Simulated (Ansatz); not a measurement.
Molecule: sum formula SnOF, net charge 0, doublet state. It need not be the lowest isomer of its formula. 
Coordinates optimised at B3LYP-D3(BJ)/def2-TZVP (Ansatz, a quantum-chemistry and plane-wave program):
```xyz
3

Sn     0.1455    -0.1506     0.2621
O      0.8874     0.1914    -1.5703
F     -1.5973     0.6663    -0.0604
```
Charge 0, spin multiplicity 2.

Parts of the frozen-core correlation energy in def2-SVPD (Ansatz, hartree). Frozen orbitals: 11; correlated occupied orbitals by spin: 9 and 8; virtual: 58 and 59. UHF or UKS for open shells. Spin-orbit coupling is left out. In def2 rows, elements after Kr have scalar-relativistic effective core potentials.

```json
[
 {"term": "reference (HF)", "value": "-387.52670"},
 {"term": "MP2 opposite-spin", "value": "-0.30826"},
 {"term": "MP2 same-spin", "value": "-0.11104"},
 {"term": "CCSD correlation", "value": "-0.43794"},
 {"term": "(T)", "value": "-0.01257"},
 {"term": "T1 diagnostic", "value": "0.028"},
 {"term": "largest doubles amplitude", "value": "0.083"},
 {"term": "<S^2> of the reference", "value": "0.763"}
]
```
